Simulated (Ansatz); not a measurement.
Born–Oppenheimer molecular dynamics of BF3 (4 atoms, charge 0, multiplicity 1). It goes on from the last frame of an earlier run, with new velocities.

All numbers below come from RKS PBE0/6-31G* in Ansatz 0.2.0.

```yaml
ensemble: NVE (velocity Verlet)
time_step: 1 fs
steps_asked: 150
starting_velocities_drawn_for: 1000 K
seed: 697227
```

First frame:

```xyz
4
Properties=species:S:1:pos:R:3
B -0.009 0.011 0.006
F 0.029 -0.002 1.329
F 1.126 -0.002 -0.643
F -1.149 -0.002 -0.690
```

**Question.** How far do the bonds stretch over the last three quarters of this one trajectory? (Pairs bonded in most of those frames.)

**Answer.** 
| bond | mean (Å) | spread (Å) | shortest | longest |
| --- | --- | --- | --- | --- |
| B1–F2 | 1.317 | 0.016 | 1.29 | 1.35 |
| B1–F3 | 1.322 | 0.042 | 1.25 | 1.40 |
| B1–F4 | 1.319 | 0.044 | 1.24 | 1.40 |

Mean temperature of the second half: 548 K. The conserved energy stayed within 0.81 meV per atom of its start (net change 0.59 meV per atom), so the integration is sound. Over the second half the temperature averaged 0.55 of the 1000 K drawn at the start: a run that starts near a minimum puts about half its kinetic energy into the potential. A run of 0.15 ps of so small a system gives no equilibrium averages.

Time of the run: 57 s on 1 thread of AMD EPYC 9R45 96-Core Processor (Zen 5), with other jobs on the host, peak memory 0.12 GiB.
